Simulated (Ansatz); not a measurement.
Ga₂Se₄⁻, relaxed as a doublet with UKS PBE-D4/def2-SVPD in Ansatz, starting from the GFN2-xTB geometry. Force threshold 0.02 eV/Å.

The relaxation made no stability test and no search for a lower SCF solution. The structure comes from a short search, and lower isomers may exist.

Start:

```xyz
6

Ga   -0.851   -1.138   -0.343
Ga    1.353    1.175    0.689
Se   -0.307   -0.880   -2.568
Se    1.111   -1.045    1.359
Se    1.638    3.343    0.329
Se   -2.944   -1.454    0.534
```

```tsv
step	energy (eV)	largest force component (eV/Å)	SCF passes
1	-366063.0132	0.770	25
2	-366063.0739	0.157	26
3	-366063.0896	0.087	28
4	-366063.1404	0.227	33
5	-366063.2380	0.412	37
6	-366063.4586	0.855	46
7	-366063.8254	1.017	47
8	-366063.9364	1.182	40
9	-366064.0796	0.235	38
10	-366064.1538	0.207	31
11	-366064.2060	0.173	31
12	-366064.2404	0.090	30
13	-366064.2538	0.034	28
14 (rejected)	-366064.2538	0.050	24
15	-366064.2541	0.005	19
```

Force components are those of the run's own axes.

End:

```
atom    x (Å)    y (Å)    z (Å)
 Ga1  -1.0478  -1.0722   0.0469
 Ga2   1.0513   1.0687  -0.0488
 Se3  -0.4700   0.3817  -1.7708
 Se4   0.4812  -0.3930   1.7653
 Se5   2.6339   2.7016  -0.1165
 Se6  -2.6486  -2.6867   0.1239
```

Bonds formed: Ga2–Se3 (atoms count from 1). The end is the same structure that another start reached, the lowest one found.

No frequencies were taken in this run, so the end may be a saddle point.

It took 55 s on 4 threads of Intel Xeon 6975P-C on a shared host, peak host memory 0.72 GiB.
